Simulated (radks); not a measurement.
The numbers below are computed, except where a source is named.
Ionisation of the lithium ion Li+, [He], to 1s1 as the strength of local exchange is varied. Code: a radial shooting solver on a logarithmic mesh with Libxc functionals. Model: scalar-relativistic Kohn-Sham, Slater X-alpha exchange (alpha = 2/3 is LDA exchange), no correlation, spin-unpolarised, spherical densities, finite nucleus; Fermi nuclear charge, rms radius 2.444 fm.

[
 {"alpha": "0.667", "E(Li+) (hartree)": "-7.01012", "exchange (hartree)": "-1.39137", "IE (eV)": "76.257", "-e of the level emptied (eV)": "57.740 (1s)", "<r> of it (bohr)": "0.5876"},
 {"alpha": "0.745", "E(Li+) (hartree)": "-7.17392", "exchange (hartree)": "-1.57491", "IE (eV)": "78.751", "-e of the level emptied (eV)": "60.197 (1s)", "<r> of it (bohr)": "0.5791"},
 {"alpha": "0.766", "E(Li+) (hartree)": "-7.21839", "exchange (hartree)": "-1.62507", "IE (eV)": "79.429", "-e of the level emptied (eV)": "60.866 (1s)", "<r> of it (bohr)": "0.5768"},
 {"alpha": "0.872", "E(Li+) (hartree)": "-7.44528", "exchange (hartree)": "-1.88307", "IE (eV)": "82.898", "-e of the level emptied (eV)": "64.303 (1s)", "<r> of it (bohr)": "0.5657"},
 {"alpha": "0.92", "E(Li+) (hartree)": "-7.54935", "exchange (hartree)": "-2.00254", "IE (eV)": "84.494", "-e of the level emptied (eV)": "65.890 (1s)", "<r> of it (bohr)": "0.5608"},
 {"alpha": "1.012", "E(Li+) (hartree)": "-7.75112", "exchange (hartree)": "-2.23614", "IE (eV)": "87.595", "-e of the level emptied (eV)": "68.984 (1s)", "<r> of it (bohr)": "0.5517"}
]

NIST Atomic Spectra Database: 75.640 eV (theoretical). The central value is not met in this range of alpha. Spin polarisation and multiplet splitting are left out, so open shells lie too high by an amount that depends on their filling.

Beside tabulated values, note that spin-unpolarised runs miss the spin-polarisation part of the exchange energy of open shells.
